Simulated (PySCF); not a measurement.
BH4O3, charge +1.

```xyz
8

O      0.9433    -0.9735    -0.1976
B      0.1614     0.0726    -0.0183
O      0.4181     1.3608    -0.0013
O     -1.2430    -0.4275     0.1908
H      1.8904    -0.8145    -0.3080
H     -0.1950     2.0700     0.2136
H     -1.3883    -1.3911     0.1239
H     -2.0608     0.0941     0.1273
```
Charge +1, spin multiplicity 1.

Geometry: PBE0-D3(BJ)/def2-SVP. The isomer is the one that the SMILES or the coordinates give; other isomers of the formula were not compared. One conformer was computed; it need not be the lowest.

Method: HF/pcSseg-1 (PySCF). Non-relativistic, no solvent.

Give the absolute GIAO shielding of each atom: isotropic value and principal components (ppm). (An estimate is asked for; the answer gives what the named calculation found.)


| atom | σ(iso) | σ11 | σ22 | σ33 | span |
|---|---|---|---|---|---|
| O1 | 262.4 | 179.2 | 297.5 | 310.4 | 131.2 |
| B2 | 98.4 | 61.8 | 89.7 | 143.5 | 81.7 |
| O3 | 270.1 | 199.6 | 304.4 | 306.3 | 106.7 |
| O4 | 275.5 | 241.4 | 273.3 | 311.8 | 70.4 |
| H5 | 25.7 | 17.9 | 20.1 | 39.2 | 21.2 |
| H6 | 26.3 | 18.6 | 20.7 | 39.7 | 21.1 |
| H7 | 24.0 | 15.4 | 19.1 | 37.5 | 22.1 |
| H8 | 24.7 | 16.4 | 18.8 | 38.9 | 22.5 |
